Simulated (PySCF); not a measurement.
**Tin: a sound run and one with changed settings**

Sound run: Sn²⁺ [Kr] 4d10 5s2, Sn³⁺ [Kr] 4d10 5s1. Computed with PySCF 2.14 in x2c-SVPall (6s5p3d, 36 functions), with scalar relativity by spin-free X2C-1e. In the sound run the correlated levels freeze [Kr] 4d10. The sound run starts from symmetry-adapted Hartree-Fock orbitals and uses a fine grid where one is needed.

Changed run: initial guess atom, at most 50 SCF cycles, level shift 0.1 hartree.

```
species   method  sound run (hartree)  changed run (hartree)  converged
   Sn²⁺      UHF          -6172.33045            -6172.33045        yes
   Sn²⁺   M06-2X          -6175.54250            -6175.54250        yes
   Sn²⁺     PBE0          -6174.65919            -6174.65919        yes
   Sn²⁺      MP2          -6172.35220            -6172.34932        yes
   Sn²⁺  CCSD(T)          -6172.36313            -6172.36313        yes
   Sn³⁺      UHF          -6171.27753            -6171.27753        yes
   Sn³⁺   M06-2X          -6174.42438            -6174.42438        yes
   Sn³⁺     PBE0          -6173.53950            -6173.53950        yes
```

Ionisation energy of Sn²⁺:

```csv
method,sound run (eV),changed run (eV)
UHF,28.651,28.651
M06-2X,30.426,30.426
PBE0,30.468,30.468
MP2,29.243,29.165
SCS-MP2,29.361,29.268
CCSD,29.541,29.541
CCSD(T),29.541,29.541
CCSDT,29.541,29.541
FCI,29.541,29.541
```

A level shift leaves the converged SCF energy unchanged but raises the virtual orbital energies, which shrinks MP2 if it is not removed.

For comparison, NIST gives 30.506 eV between the lowest levels.
